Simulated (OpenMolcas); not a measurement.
Cr IV: Racah parameters, the spin-orbit constant, worked from levels

```yaml
Program: OpenMolcas
Basis: ANO-R2 [6s4p4d2f]
Scalar_Hamiltonian: X2C, finite nucleus
Active_space: 3 electrons in 10 orbitals (3d 4d)
State_averaging: 2S+1 = 4 even, 10 roots; 2S+1 = 2 even, 40 roots
Spin-orbit_coupling: RASSI with atomic mean-field integrals over the reference wave functions, term energies averaged over their components
```

Methods: CASSCF; MS-CASPT2, IPEA 0.25 Eh, imaginary shift 0.1 Eh (closed shells correlated: 3s 3p). Measured levels: Sugar and Corliss, J. Phys. Chem. Ref. Data 6, 317 (1977).

**Racah parameters.** Above 4F, d3 has 4P at 15B, 2G at 4B + 3C and 2H at 9B + 3C. The first two fix B and C, and the third tests them; where it misses by thousands of cm-1, two parameters do not describe the configuration (Trees and configuration-interaction terms are left out) and B and C hang on the terms chosen. Term energies are centres of gravity, weighted by 2J + 1.

```tsv
Source	4P	2G	B	C	C/B	2H from B, C	2H found
CASSCF	16977	17069	1132	4181	3.69	22731	22674
MS-CASPT2	14334	15372	956	3850	4.03	20154	21856
measured	13758	14699	917	3677	4.01	19284	20658
```

Energies in cm-1. From CASSCF to MS-CASPT2, B changes by -15.5 % and C by -7.9 %. Against the measured terms, MS-CASPT2 has B off by +4.3 % and C by +4.7 %.

**The spin-orbit constant.** For the Hund term 4F of d3, E(J) = (A/2) J(J+1) + constant and ζ = 2S·A = 3A. From J = 3/2 to J = 9/2 the energy changes by 10.5 A.

| Source | E(9/2) - E(3/2) | A | ζ |
| --- | --- | --- | --- |
| CASSCF | 1019.0 | 97.0 | 291 |
| MS-CASPT2 | 1020.1 | 97.2 | 291 |
| measured | 945.6 | 90.1 | 270 |

All in cm-1. MS-CASPT2 is off by +7.9 % and CASSCF by +7.8 %. Both methods take the spin-orbit matrix elements from the reference wave functions, so the second can move ζ only through the term energies and any multistate remixing. Second-order mixing with other terms is absorbed into this ζ.

CASPT2 does not keep the components of a term degenerate, so their means are used; among the terms shown or strongly mixed into the levels shown the widest spread is 1000 cm-1 (3d3 4F, MS-CASPT2). Active for correlation alone: 4d; no level in the range computed is led by a configuration that fills it, so any true level of that kind is missing. Without dynamic correlation excited terms often stand tens of per cent too high (terms of higher spin than the ground term too low), and those without a measured partner can miss by more than the paired ones (holds for CASSCF). Measured partners are found by configuration, term and J. A level has none where our copy of the source lacks it or the pairing is in doubt (some pairs that miss far off the trend of their configuration count as doubtful), and it then counts in no deviation. Levels of configurations outside the active space are missing.
